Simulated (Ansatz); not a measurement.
C₃H₆BFO (`CB(O)/C=C/F`), relaxed with RKS PBE0-D4/def2-TZVP in Ansatz 0.2.0 from a PBE-D4/def2-SVP geometry. The force threshold is 0.005 eV/Å; the program also tests the step.

The species carries charge 0 and has multiplicity 1.

Start:

```xyz
12

C    -0.623   -1.079    1.324
B     0.238   -0.216    0.313
O     1.611   -0.152    0.389
C    -0.440    0.606   -0.828
C     0.285    1.333   -1.698
F    -0.254    2.053   -2.692
H    -0.038   -1.608    2.104
H    -1.215   -1.839    0.769
H    -1.372   -0.437    1.838
H     1.957   -0.690    1.123
H    -1.536    0.617   -0.960
H     1.387    1.411   -1.682
```

Task: How much energy does the relaxation release, and in how many steps? (Best estimate.)

Result: Computed: 0.05 eV, in 6 steps.

Task: Which bonds change most? (Estimate.)

Result: The calculation gave: C4–C5 from 1.346 to 1.325 Å; C5–H12 from 1.105 to 1.085 Å; C4–H11 from 1.104 to 1.087 Å; C1–H7 from 1.110 to 1.094 Å.

Task: Give the relaxed structure. (An estimate is asked.)

Result: Computed: 
```xyz
12

C    -0.622   -1.068    1.313
B     0.233   -0.215    0.307
O     1.597   -0.155    0.388
C    -0.439    0.601   -0.828
C     0.285    1.317   -1.675
F    -0.251    2.033   -2.664
H    -0.039   -1.591    2.076
H    -1.210   -1.817    0.769
H    -1.353   -0.434    1.825
H     1.950   -0.680    1.109
H    -1.518    0.608   -0.961
H     1.367    1.400   -1.658
```
